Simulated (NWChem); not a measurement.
System: C$_{4}$H$_{5}$FO; SMILES O=C1CC(F)C1

Input file for NWChem:

```
start job
memory heap 200 mb stack 900 mb global 1100 mb
geometry units angstroms noautosym nocenter noautoz
  O     -0.003565     2.303877     0.000000
  C      0.002512     1.109650     0.000000
  C     -0.058083     0.050573     1.095839
  C     -0.457159    -0.953263     0.000000
  F      0.245264    -2.122525     0.000000
  C     -0.058083     0.050573    -1.095839
  H      0.951920    -0.181081     1.474001
  H     -0.731658     0.228527     1.946576
  H     -1.532987    -1.191703     0.000000
  H     -0.731658     0.228527    -1.946576
  H      0.951920    -0.181081    -1.474001
end
basis spherical
  O library 6-31g*
  C library 6-31g*
  F library 6-31g*
  H library 6-31g*
end
dft
  xc xpbe96 cpbe96
  iterations 150
end
cosmo
  do_cosmo_smd true
  solvent ethanol
end
task dft energy
```

The geometry was optimised at PBE0/def2-SVP. Solvent: ethanol.

Level: PBE/6-31G* with SMD (1 M gas to 1 M solution), gas-phase geometry.

Give the results of this calculation. (PBE/6-31G* (spherical d), SMD on the gas-phase geometry.) Quantities: solvation free energy (kcal/mol); cavity-dispersion-structure term (kcal/mol); dipole in solution (D).


```json
{
  "solvation free energy (kcal/mol)": "-6.0",
  "cavity-dispersion-structure term (kcal/mol)": "0.6",
  "dipole in solution (D)": "2.05"
}
```
